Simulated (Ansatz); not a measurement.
ZnF2. Total charge 0; singlet. Geometry relaxed at r2SCAN-D4/def2-TZVP.

```
atom    x (Å)    y (Å)    z (Å)
 Zn1   0.0002  -0.0001  -0.0003
  F2   0.9762  -1.2017   0.7631
  F3  -0.9763   1.2018  -0.7627
```

The structure comes from a short search, and lower isomers may exist.

(1) Estimate the harmonic wavenumbers at RKS r2SCAN-D4/def2-TZVP (Ansatz, unscaled). Is this a minimum?

Answers

(1) 168, 168, 607, 772 cm⁻¹. Yes, no mode is imaginary beyond noise. Zero-point energy 10.3 kJ/mol. Hardware: 4 threads of Arm Neoverse V1 on a shared host. Wall time 6.5 s.
